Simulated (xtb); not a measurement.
Na(OH) (HNaO), SMILES [Na][OH]. All values are semi-empirical tight-binding results from xtb (GFN2-xTB unless named), good for trends rather than for accurate numbers. Geometry optimised at GFN2-xTB. The isomer is the one that the SMILES or the coordinates give; other isomers of the formula were not compared.

Optimised geometry:

```xyz
3

Na    -0.0136     0.8585     0.0000
O      0.0573    -0.9514     0.0000
H     -0.3082    -1.8330     0.0000
```
Charge 0, spin multiplicity 1.

For metal compounds this method's bond lengths and energies can be far off.

Computed properties:
The point group as xtb finds it comes out as Cs and the orbital gap is 1.14 eV. The zero-point energy comes out as 6.5 kcal/mol and the G − E(el) at 298.15 K (modified RRHO) comes out as -7.3 kcal/mol.

Task: Give the atomic charges and the Wiberg bond orders between heavy atoms. (Estimate from the structure and the level; the computed values follow.)

Result: charges (e) Na1 0.66, O2 -0.88, H3 0.22. Bond orders Na1–O2 0.63.
